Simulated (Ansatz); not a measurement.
`[F][V](=[S])([Cl])[Cl]`, relaxed with RKS PBE-D4/def2-SVP in the Gaussian-basis code of Ansatz from a rough embedded geometry. The force threshold is 0.03 eV/Å; the program also tests the step.

The species carries charge 0 and has multiplicity 1.

Start:

```xyz
5

F     0.224   -0.125   -1.986
V    -0.031   -0.022   -0.071
S    -1.907   -0.479    0.317
Cl    1.294   -1.508    1.026
Cl    0.420    2.134    0.715
```

| step | energy (eV) | largest force (eV/Å) | largest move (Å) |
| --- | --- | --- | --- |
| 1 | -64250.6754 | 3.729 | 0.000 |
| 2 | -64251.4875 | 1.893 | 0.169 |
| 3 | -64251.5611 | 1.014 | 0.112 |
| 4 | -64251.5791 | 0.114 | 0.030 |
| 5 | -64251.5793 | 0.010 | 0.005 |

End:

```xyz
5

F     0.252   -0.097   -1.778
V     0.006   -0.007   -0.086
S    -1.911   -0.452    0.316
Cl    1.257   -1.421    0.926
Cl    0.396    1.977    0.621
```

Hardware: 4 threads of a server CPU on a shared host. Wall time 12 s, peak host memory 0.18 GiB.
